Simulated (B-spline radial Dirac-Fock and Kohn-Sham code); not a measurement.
Relativistic shifts of the levels of In⁴⁺

System: the In⁴⁺ ion, [Kr] 4d9.

Both columns are ΔSCF binding energies of the configuration average from a B-spline atomic structure program: non-relativistic Hartree-Fock with a point nucleus, and Dirac-Fock with a finite nucleus and the Coulomb interaction alone, averaged over the two j levels with weights 2j+1.

| shell | Hartree-Fock (eV) | Dirac-Fock (eV) | shift (eV) | shift (%) |
| --- | --- | --- | --- | --- |
| 1s | 27141.3 | 28090.2 | +948.87 | +3.50 |
| 2s | 4083.2 | 4314.6 | +231.39 | +5.67 |
| 2p | 3802.1 | 3868.7 | +66.61 | +1.75 |
| 3s | 842.7 | 891.0 | +48.39 | +5.74 |
| 3p | 726.7 | 741.5 | +14.82 | +2.04 |
| 4s | 179.6 | 189.1 | +9.49 | +5.28 |
| 4p | 139.6 | 142.2 | +2.58 | +1.85 |
| 4d | 73.53 | 72.63 | -0.89 | -1.22 |

Relativity binds 1s, 2s, 2p, 3s, 3p, 4s, 4p more strongly, among those listed most of all 3s in relative terms, and 4d more weakly, because the contracted s and p shells screen the nucleus better.

Values without a named source are computed, but for edge energies of neutral atoms, which are taken from tables.
